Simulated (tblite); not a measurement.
Species: C₆H₉Al.
SMILES with atom numbers: `[CH:1]#[C:2][C@H:3]1[CH2:4][CH2:5][CH2:6][AlH:7]1` (hydrogens: H8 on C1; H9 on C3; H10, H11 on C4; H12, H13 on C5; H14, H15 on C6; H16 on Al7)

Structure used (GFN2-xTB), in Å, numbered top down from 1:
```
atom  x, y, z in Å
C1     3.305   -0.651    0.189
C2     2.207   -0.345   -0.184
C3     0.878    0.001   -0.623
C4    -0.192   -0.986   -0.091
C5    -1.598   -0.386   -0.254
C6    -1.742    0.915    0.570
Al7    0.065    1.669    0.179
H8     4.269   -0.902    0.517
H9     0.873   -0.039   -1.725
H10   -0.010   -1.175    0.972
H11   -0.134   -1.946   -0.612
H12   -2.347   -1.127    0.041
H13   -1.756   -0.162   -1.314
H14   -2.642    1.455    0.259
H15   -1.905    0.652    1.624
H16    0.723    3.037    0.438
```

Method: GFN2-xTB as coded in tblite; computed harmonic values from a numerical Hessian at the method's own geometry, unscaled. Errors from tens to a few hundred cm⁻¹ against measured bands are possible. Modes of hydrogen on aluminium can be 10 to 20 % off. One conformer, not necessarily the lowest.

Harmonic wavenumbers (cm⁻¹): 68.1, 94.2, 160.7, 237.1, 301.3, 307.6, 364.1, 408.2, 450.4, 486.8, 546.4, 570.5, 627.2, 650.9, 660.0, 843.6, 873.9, 923.5, 976.9, 1001.0, 1040.7, 1073.2, 1114.5, 1116.5, 1204.1, 1238.3, 1253.5, 1319.1, 1327.4, 1454.8, 1483.5, 1490.6, 1822.0, 2263.8, 2827.7, 2880.2, 2923.3, 2929.5, 2935.2, 2946.3, 2954.7, 3392.7.

A = 4136, B = 1541, C = 1214 MHz; mass 108.052 u (most abundant isotopes); point group C1, symmetry number 1.

Problem. Zero-point energy?

Solution. Half the sum of the wavenumbers: 26772 cm⁻¹ = 320.26 kJ/mol.

Problem. What is S at 298.15 K and 1 bar for an ideal gas of classical rigid rotors and harmonic oscillators?

Solution. Translation 167.26, rotation 117.66, vibration 91.05: S = 376.0 J/(mol K).

Problem. And Cp and H(298.15 K) − H(0)?

Solution. Cp = 143.13 J/(mol K), of which vibrations give 109.87 (their classical limit is 42 R = 349.2); H(298.15 K) − H(0) = 25.32 kJ/mol without the zero-point energy, 15.40 from vibrations.

Problem. What must be added to the electronic energy to get the Gibbs energy at 298.15 K and 1 bar?

Solution. ZPE + [H(298.15 K) − H(0)] − T·S = 320.26 + 25.32 − 112.09 = 233.49 kJ/mol.

Problem. How do the functions run with temperature in this model?

Solution. 
```
T (K)  S (J/(mol K))  Cp (J/(mol K))  H − H(0) (kJ/mol)  G − H(0) (kJ/mol)  ln q(vib)
  100          269.8            64.5               4.66             -22.32       0.94
  200          326.9           104.9              13.13             -52.25       2.75
  300          376.8           143.8              25.58             -87.47       4.78
  500          466.1           207.2              61.08            -171.98       9.03
  800          577.6           266.5             132.93            -329.15      15.27
 1000          640.0           292.2             188.93            -451.04      19.14
```

q(vib) and H(0) count from the zero-point level.

Hindered rotation and anharmonicity are outside this model. Other conformers, if any are populated, would add a mixing term that is left out. The structure is chiral; the term R ln 2 for an equal mix with its mirror image is left out.
